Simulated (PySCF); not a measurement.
# Input and output

[PbCl3]− (singlet). PySCF 2.14.0, RKS CAM-B3LYP, Pb def2-SVP with ECP60, Cl def2-SVP; non-relativistic Hamiltonian with scalar-relativistic core potentials where named; density fitting; no spin-orbit coupling. Purpose: singlet excitations, Tamm-Dancoff CAM-B3LYP.

```python
mol = gto.M(atom='''
Pb     0.00000     0.00000     0.50015
Cl     2.34625    -0.00003    -0.65762
Cl    -1.17309     2.03193    -0.65762
Cl    -1.17315    -2.03189    -0.65762''',
    basis={'Pb': 'def2-SVP', 'Cl': 'def2-SVP'},
    ecp={'Pb': 'def2-SVP'},
    charge=-1, spin=0)
mf = dft.RKS(mol, xc='CAMB3LYP')
mf.grids.atom_grid = (50, 194)
mf = mf.density_fit()  # fitting sets: Pb def2-universal-JKFIT, Cl def2-universal-JKFIT
mf.conv_tol = 1e-08; mf.max_cycle = 55
mf.kernel(dm0)  # dm0: converged density of the relaxed state
td = mf.TDA(); td.nstates = 8; td.kernel()
```

Run from Python with OMP_NUM_THREADS=2; the lines above give its settings. Where DIIS fails, smearing, a level shift and second-order steps follow.
It took 17 s on 2 threads of Arm Neoverse V1, on a shared host, from an already converged density.

Question: Where do the frontier levels lie, over both spins?

Answer: HOMO -3.78 eV, LUMO 4.15 eV. 

Question: What does the SCF print?

Answer: 
```
init E= -1573.28082610754
cycle= 1 E= -1573.28479394269  delta_E= -0.00397  |g|= 0.0455  |ddm|= 0.225
cycle= 2 E= -1573.28498645168  delta_E= -0.000193  |g|= 0.0392  |ddm|= 0.118
cycle= 3 E= -1573.28544147255  delta_E= -0.000455  |g|= 0.00282  |ddm|= 0.0554
cycle= 4 E= -1573.28544669551  delta_E= -5.22e-06  |g|= 0.00054  |ddm|= 0.00819
cycle= 5 E= -1573.28544696601  delta_E= -2.7e-07  |g|= 0.000168  |ddm|= 0.00207
cycle= 6 E= -1573.28544699777  delta_E= -3.18e-08  |g|= 3.88e-05  |ddm|= 0.000807
cycle= 7 E= -1573.28544699872  delta_E= -9.47e-10  |g|= 9.26e-06  |ddm|= 0.000147
Extra cycle  E= -1573.28544699875  delta_E= -3.05e-11  |g|= 5.18e-06  |ddm|= 2.97e-05
converged SCF energy = -1573.28544699875
```

Question: What are the Mulliken charges and spins?

Answer: 
```tsv
atom	charge (e)	spin (e)
Pb1	0.534	0.000
Cl2	-0.511	0.000
Cl3	-0.511	0.000
Cl4	-0.511	0.000
```

Question: Which singlet excitations follow (Tamm-Dancoff, 8 states)?

Answer: 
```json
{"state": "1", "eV": "5.00", "oscillator strength": "0.0848"}
{"state": "2", "eV": "5.58", "oscillator strength": "0.0183"}
{"state": "3", "eV": "5.58", "oscillator strength": "0.0182"}
{"state": "4", "eV": "5.61", "oscillator strength": "0.0000"}
{"state": "5", "eV": "5.82", "oscillator strength": "0.0047"}
{"state": "6", "eV": "5.82", "oscillator strength": "0.0048"}
{"state": "7", "eV": "6.02", "oscillator strength": "0.0777"}
{"state": "8", "eV": "6.02", "oscillator strength": "0.0778"}
```
For an anion in a basis without diffuse functions, states above the detachment energy aren't bound: they are resonances at best, or continuum confined by the basis.

The geometry was relaxed with PBE (Pb def2-SVP with ECP60, Cl def2-SVP).
